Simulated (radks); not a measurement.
The numbers below are computed, except where a source is named.
Q: These are the eigenvalues of the occupied orbitals of an atom or ion with whole-number occupations (eV). Code: a radial shooting solver on a logarithmic mesh with Libxc functionals. Model: scalar-relativistic Kohn-Sham, LDA (Slater exchange, Perdew-Wang correlation), spin-polarised, spherical densities, point nucleus.

1s: -27368.53
2s: -5680.961
2p: -5322.632
3s: -2271.218

Which element is it, and in what charge state? The configuration may be excited. Open shells, if any, are filled with parallel spins first.

A: Z = 47, silver, charge +35: Ag35+ in [Ne] 3s2. The list shows which subshells hold electrons but not how many an open one holds; the 1s level, -1005.8 hartree, gives Z - s = 44.9 by -(Z - s)^2/2, which with screening and relativity narrows Z to a few neighbours, and the depths of the outer levels then fix element, charge and occupations together.
